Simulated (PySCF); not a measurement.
**A thermochemical cycle for InF**

PBE0 in PySCF with def2-SVP on every atom (core potentials on In), for the lowest determinant that a PBE0 search found; no spin–orbit coupling. InF, a singlet (closed shell), has De = 5.26 eV to neutral atoms, and InF⁺, a doublet (σ ↑), has De = 1.04 eV to In⁺ + F.

The adiabatic ionisation energy of InF, between the minima, is 9.83 eV.

Task: Which ionisation energy of the In atom does this level give?

Result: IE(In) = IE(molecule) + De(ion) − De(neutral) = 9.83 + 1.04 − 5.26 = 5.61 eV; the measured value is 5.786 eV (NIST ASD).

These are scalar-relativistic numbers at best; spin–orbit coupling would shift them, the dissociation energy most. For an ion De counts to the pair picked by the measured ionisation energies or electron affinities, which need not be the lowest pair at this level. States were picked by a PBE0 search and need not be the measured ground states.
